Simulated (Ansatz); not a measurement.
`[SiH3]C=S` and `S=C[SiH2][SeH]` differ in one atom or group.

Ansatz, PBE0-D4/def2-TZVP geometries, multiplicity 1. Each molecule was computed in one conformer, which needn't be the lowest.

Scalar relativity is left out up to krypton.

```csv
property,`[SiH3]C=S`
HOMO–LUMO gap (ωB97M-V/def2-TZVPP) / eV,8.06
LUMO energy (PBE0/def2-TZVPP) / eV,-2.80
HOMO energy (PBE0/def2-TZVPP) / eV,-6.49
HOMO–LUMO gap (PBE0/def2-TZVPP) / eV,3.68
size of the dipole moment (B3LYP/def2-TZVPP) / D,1.50
size of the dipole moment (ωB97M-V/def2-TZVPP) / D,1.46
```

Task: Give the same properties after the change, and the shifts. (An estimate is asked.)

Result: The calculation gave: 
```
                                          property  `S=C[SiH2][SeH]`  shift
           HOMO–LUMO gap (ωB97M-V/def2-TZVPP) / eV              7.92  -0.14
                LUMO energy (PBE0/def2-TZVPP) / eV             -2.91  -0.11
                HOMO energy (PBE0/def2-TZVPP) / eV             -6.50  -0.01
              HOMO–LUMO gap (PBE0/def2-TZVPP) / eV              3.59  -0.09
  size of the dipole moment (B3LYP/def2-TZVPP) / D              1.69   0.19
size of the dipole moment (ωB97M-V/def2-TZVPP) / D              1.64   0.18
```

Dipoles are sizes alone; their direction can turn.

B3LYP here is the variant with VWN-RPA as its local correlation; programs differ in this.

Spin–orbit coupling is left out; it splits and shifts lone-pair levels of the heavy atoms by tenths of an eV.
